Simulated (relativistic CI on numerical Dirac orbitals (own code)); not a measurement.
Method of calculation: Dirac-Coulomb-Breit CI, KLI orbitals optimised for each configuration, QED by a radiative potential, unscaled Slater integrals (own radial code, finite nucleus).

Configurations in the expansion (outside the closed core 1s2): 2s²2p⁴, 2s2p⁵, 2p⁶, 2p⁵3s, 2p⁵3p, 2p⁵3d, 2s²2p³3s, 2s²2p³3p, 2s²2p³3d, 2s2p⁴3s, 2s2p⁴3p, 2s2p⁴3d, 2s²2p³4s, 2s²2p³4p, 2s²2p³4d, 2s²2p³4f, 2s2p⁴4s, 2s2p⁴4p, 2s2p⁴4d, 2s2p⁴4f, 2s²2p²3s², 2s²2p²3s3p, 2s²2p³5s, 2s²2p³5p, 2s²2p³5d, 2s²2p³5f, 2s²2p³5g, 2s²2p²3s3d, 2s²2p²3p², 2s²2p²3p3d, 2s2p³3s², 2s²2p²3d², 2s2p³3s3p, 2s2p³3s3d, 2s2p³3p², 2s2p⁴5s. Levels of other configurations are missing.

At this charge energies of transitions that change n are usually good to better than 1 %, and those within a shell (Δn = 0) to a few per cent.

Outline of the computed level scheme of Ag XL. Lowest level of each configuration: 2s²2p⁴ ³P2 at 0.00 eV; 2s2p⁵ ³P°2 at 396.55 eV; 2p⁶ ¹S0 at 867.11 eV; 2s²2p³3s ³P°2 at 3288.80 eV; 2s²2p³3p ³P1 at 3352.48 eV; 2s²2p³3d ³D°2 at 3474.53 eV.

Some strong electric-dipole decays among the lowest 45 levels: 2s²2p³3d ³D°3 → 2s²2p⁴ ³P2 (2.7e+14 s⁻¹); 2s²2p³3d ³D°1 → 2s²2p⁴ ¹S0 (1.5e+14 s⁻¹); 2s²2p³3d ³D°2 → 2s²2p⁴ ³P2 (1.2e+14 s⁻¹); 2s²2p³3s ³P°1 → 2s²2p⁴ ¹S0 (4.6e+13 s⁻¹); 2s²2p³3d ⁵D°1 → 2s²2p⁴ ³P2 (3.6e+13 s⁻¹); 2s²2p³3s ³D°3 → 2s²2p⁴ ³P2 (2.8e+13 s⁻¹); 2s²2p³3s ¹D°2 → 2s²2p⁴ ¹D2 (2.6e+13 s⁻¹); 2s²2p³3s ³S°1 → 2s²2p⁴ ³P1 (2.5e+13 s⁻¹).

LS names give the leading component of a level, which can be under half, so a name can repeat, a term be missing and a line seem to break the LS rules.
